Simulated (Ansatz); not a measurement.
`C[CH2][SnH]([F])[F]` + CH₃SH → `C[S][SnH]([F])[F]` + `CC` at 600 K and 1 bar (ligand exchange at the Sn–C bond).

Isolated molecules relaxed with PBE0-D4/def2-TZVP in Ansatz; ΔE leaves out vibrations. CCSD(T)/CBS adds triple-zeta CCSD(T) − MP2 to the extrapolated MP2 energy (def2 sets, frozen cores). This one scheme is used for every species. Elements past krypton have def2 core potentials. For Sn outer-core shells are correlated without core-valence functions, which leaves a few kJ/mol of doubt a bond. Each species was taken in one conformer, which may not be the lowest.

| species | CCSD(T)/CBS energy (Eh) | H − E (kJ/mol) | S (J/(mol·K)) |
| --- | --- | --- | --- |
| `C[CH2][SnH]([F])[F]` | -493.39757 | 265.3 | 473.5 |
| CH₃SH | -438.22835 | 152.3 | 296.8 |
| `C[S][SnH]([F])[F]` | -851.93361 | 195.0 | 480.1 |
| `CC` | -79.71954 | 228.8 | 274.9 |

H − E and S are ideal-gas, rigid-rotor, harmonic terms from PBE0-D4/def2-TZVP, for one conformer and one mirror image of each species. 1 Eh = 2625.50 kJ/mol, R = 8.31446 J/(mol·K).

Question: By hand: ΔE, ΔH, ΔS and ΔG.

Answer: ΔE = (-851.93361) + (-79.71954) − (-493.39757) − (-438.22835) = -0.02723 Eh = -71.5 kJ/mol. Δ(H − E) = 195.0 + 228.8 − 265.3 − 152.3 = 6.2, so ΔH = -65.3 kJ/mol. ΔS = 480.1 + 274.9 − 473.5 − 296.8 = -15.3 J/(mol·K). ΔG = -65.3 − 600 × (-15.3)/1000 = -56.1 kJ/mol.

Question: By hand: the equilibrium constant, and the temperature at which ΔG would vanish if ΔH and ΔS stayed fixed.

Answer: log₁₀ K = −ΔG/(RT ln 10) = 4.9. ΔG = 0 at ΔH/ΔS = 4268 K, far beyond where these terms or the molecules hold.

ΔH outweighs TΔS. A doubt of 5 kJ/mol in ΔE shifts log₁₀ K by 0.4 here. Other conformers and mirror images would add mixing entropy, several J/(mol·K) or more a flexible species. Modes under 60 cm⁻¹, often nearly free rotors, make the harmonic entropy too high. These are equilibria of isolated gas molecules and say nothing of rates. Largest T1 diagnostic: 0.014 (customary marks: 0.02 for closed shells, 0.045 for open ones).
